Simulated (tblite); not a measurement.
Run record: tight-binding relaxation, `CB(C)[C@@]1(CF)[C@@H]2C[C@@H]21`.

Computed with GFN2-xTB geometry optimisation, gas phase (tblite 0.8.0). Start geometry: from a force field or distance geometry. The input is one job of a driver script: a line of settings, then coordinates in Å.

Command:
```bash
OMP_NUM_THREADS=1 python probes_run.py task.json out
```

Input:
```
{"job": {"kind": "relax", "xc": "GFN2-xTB", "basis": "xTB"}, "charge": 0, "multiplicity": 1}
C     -1.754400    -0.372800    -1.499600
B     -1.033900     0.389700    -0.318300
C     -1.935900     1.126800     0.735300
C      0.378800    -0.186900     0.068700
C      0.422900    -1.380700     0.866300
F      1.590500    -1.960400     1.242300
C      1.433400     0.576200    -0.749300
C      2.723900     0.064600    -0.027500
C      1.496900     0.729200     0.613000
H     -1.073700    -1.084700    -2.001500
H     -2.607400    -0.994200    -1.090500
H     -2.153600     0.326700    -2.263900
H     -2.936200     0.641400     0.739100
H     -2.059800     2.183700     0.430700
H     -1.442400     1.089200     1.713000
H     -0.108000    -1.177800     1.836900
H     -0.177100    -2.202400     0.381600
H      1.358700     1.051400    -1.647200
H      2.817300    -0.925000    -0.395900
H      3.605000     0.714600    -0.034500
H      1.446000     1.408400     1.400800
```

Output:
```
step      E/eV     max force
  0    -732.11541    4.024
  1    -732.76097    1.577
  2    -732.99830    1.470
  3    -733.12786    1.228
  4    -733.24006    0.932
  5    -733.35510    0.822
  6    -733.43673    0.657
  7    -733.51079    0.869
  8    -733.57922    0.946
  9    -733.64291    0.627
... (253 lines left out)
263    -734.18570    0.017
264    -734.18577    0.017
265    -734.18583    0.015
266    -734.18587    0.012
267    -734.18591    0.013
268    -734.18595    0.011
269    -734.18599    0.013
270    -734.18601    0.010
271    -734.18604    0.011
272    -734.18605    0.009
```

«max force» is the largest atomic force in eV/Å.

Task: From which step on does the largest force stay under 0.1 eV/Å, and how much energy is left to gain from there?

Result: From step 240 (0.051 eV/Å), 7.2 meV above the end.

Summary of the converged run: energy lowered by 47.7 kcal/mol over 272 steps; largest atomic force 0.009 eV/Å at the end.

Task: Give the final coordinates.

Result: 1.248 Å rms from the input after alignment:
```
atom  x, y, z in Å
C1    -2.2262   -0.7909   -0.5236
B2    -1.1005    0.2093   -0.0629
C3    -1.4759    1.7000    0.2832
C4     0.4047   -0.2696    0.0376
C5     0.6164   -1.7764    0.0269
F6    -0.0733   -2.3551    1.0750
C7     1.4035    0.6334   -0.6653
C8     2.6381    0.2839    0.1039
C9     1.3628    0.6188    0.8106
H10   -2.0247   -1.1631   -1.5283
H11   -2.2590   -1.6702    0.1170
H12   -3.2211   -0.3530   -0.5333
H13   -2.3045    2.0736   -0.3144
H14   -0.6551    2.4079    0.1999
H15   -1.8145    1.7323    1.3200
H16    0.2120   -2.2190   -0.8895
H17    1.6539   -2.0892    0.1559
H18    1.2351    1.3791   -1.4133
H19    3.0387   -0.7198    0.0991
H20    3.4181    1.0372    0.1345
H21    1.1627    1.3475    1.5665
```

The run took 3.4 s of wall time on one thread, Arm Neoverse N1 (aarch64), no GPU, shared host with 64 logical CPUs at a one-minute load of 61.
Labels such as C1 count atoms from 1, the log's own numbers from 0.
